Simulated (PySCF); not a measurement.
C4H12BN: core ionisation energies

Compound: C4H12BN.
Structure used (PBE0-D3(BJ)/def2-SVP), in Å, numbered top down from 1:
```
atom  x, y, z in Å
B1    -1.7070    0.8964   -0.8524
N2    -0.6729   -0.1801   -0.1989
C3    -1.3048   -0.9453    0.8822
C4     0.5910    0.4768    0.2090
C5     1.6791   -0.4744    0.5987
C6     2.7823   -0.6668   -0.1259
H7    -1.1165    1.3842   -1.8103
H8    -1.9393    1.7135    0.0335
H9    -2.6961    0.2508   -1.1802
H10   -0.4441   -0.8282   -0.9558
H11   -1.5827   -0.2460    1.6821
H12   -0.6370   -1.7231    1.2806
H13   -2.2222   -1.4036    0.4947
H14    0.3305    1.1586    1.0336
H15    0.9021    1.1021   -0.6387
H16    1.5572   -1.0282    1.5373
H17    2.9519   -0.1223   -1.0609
H18    3.5622   -1.3640    0.1913
```

Method used: PySCF, delta-SCF UKS SCAN, pcX-2 on the ionised atom, pcseg-1 elsewhere, spin-free X2C. Binding energies are ΔSCF values: E(core-ionised, relaxed orbitals) − E(ground state) at a fixed geometry, referred to the vacuum level.

Question: What binding energy does each computed site have?

Answer: 
```
atom(s)                 bonded to  level  binding energy (eV)  above the level's lowest (eV)  count
     B1                 N and 3 H   B 1s               193.45                           0.00      1
     N2              2 C, H and B   N 1s               406.92                           0.00      1
     C3                 N and 3 H   C 1s               292.15                          +1.21      1
     C4              N, C and 2 H   C 1s               292.17                          +1.23      1
     C5  C (double bond), C and H   C 1s               291.24                          +0.30      1
     C6   C (double bond) and 2 H   C 1s               290.94                           0.00      1
```

Lowest listed C 1s: C6, bonded to C (double bond) and 2 H. Highest, 1.23 eV above it: C4, bonded to N, C and 2 H. The widest gap between neighbouring values is 0.91 eV, between 291.24 and 292.15 eV. The values 292.15 and 292.17 eV lie too close for their order to be trusted.

Question: Give the binding energy of C 1s of C6 in hartree and in kJ/mol.

Answer: 290.94 eV = 10.6918 Eh = 28071 kJ/mol.

The structure is a single PBE0-D3(BJ)/def2-SVP conformer in the gas phase; no vibrational or solvent corrections.
